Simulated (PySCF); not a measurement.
Delta-SCF ions had no search for a lower state. Excitations are Tamm–Dancoff values on a coarser integration grid. The basis has no diffuse functions, so Rydberg states are missing or too high.

**C3H9B, SMILES `CB(C)C` (charge 0, multiplicity 1)**

The numbers are results of ωB97X-D3(BJ)/def2-TZVP // B3LYP-D3(BJ)/def2-TZVP in PySCF 2.14.0, not measurements.

```json
{
 "HOMO": "-11.02 eV",
 "dipole_moment": "0.01 D",
 "HOMO–LUMO gap": "13.09 eV",
 "LUMO": "2.07 eV",
 "S1 excitation (TDA)": "6.73 eV",
 "S1 oscillator strength": "0.000",
 "brightest of the four lowest singlets (TDA)": "8.68 eV",
 "T1 excitation (TDA)": "6.24 eV",
 "S1–T1 gap (TDA)": "0.49 eV",
 "vertical ionisation energy (Delta-SCF)": "10.91 eV",
 "total_energy": "-144.7540 Ha",
 "cost": "around 3 core-minutes (rough)"
}
```

```xyz
13

C      1.4695    -0.5303     0.3066
B     -0.0017    -0.0001     0.1560
C     -0.2895     1.5428     0.2311
C     -1.1829    -1.0131    -0.0583
H      1.5441    -1.0544     1.2693
H      1.7037    -1.2895    -0.4468
H      2.2456     0.2370     0.2888
H     -1.3339     1.8295     0.0958
H      0.0439     1.9254     1.2042
H      0.3183     2.0815    -0.5049
H     -2.0325    -0.7862     0.5939
H     -1.5651    -0.8765    -1.0793
H     -0.9194    -2.0662     0.0555
```
Charge 0, spin multiplicity 1.
